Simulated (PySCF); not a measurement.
C₈H₁₂O.
SMILES with atom numbers: `[CH2:1]=[C:2]([CH3:3])[C:4]1=[C:5]([CH2:6][O:7][CH3:8])[CH2:9]1`

NICS = −σ at a ghost point: NICS(0) at the centroid of the ring atoms, NICS(1) 1 Å to either side along the normal of their mean plane, zz for the tensor component along that normal. Level: GIAO PBE0/pcSseg-1 (PySCF, non-relativistic, gas phase) on the GFN2-xTB geometry, one conformer.

Ring bond lengths (Å), with Mayer bond orders in brackets: C4–C5 1.310 (1.50), C5–C9 1.500 (0.93), C9–C4 1.505 (0.94).

Task: Give the NICS values of each ring in ppm.

Result: 
```csv
ring,type,NICS(0),"NICS(1), two faces","NICS(1)zz, two faces",rms pucker (Å),"centre to ring atoms, mean (Å)"
C4–C5–C9,"3-membered carbocycle; formal bonds 1 double, 2 single",-31.2,-7.5 / -7.5,-14.9 / -14.8,0.00,0.83
```

Task: What can be read from them?

Result: 
- C4–C5–C9: mean NICS(1)zz -14.9 ppm, shielded. C9 has four or more neighbours; no verdict on aromaticity is drawn. NICS(0) lies 24 ppm below the mean NICS(1).

The values belong to the conformer `[CH2:1]=[C:2]([CH3:3])[C:4]1=[C:5]([CH2:6][O:7][CH3:8])[CH2:9]1`: C1–C2–C4–C5 177°, C4–C5–C6–O7 2°, C5–C6–O7–C8 179°.
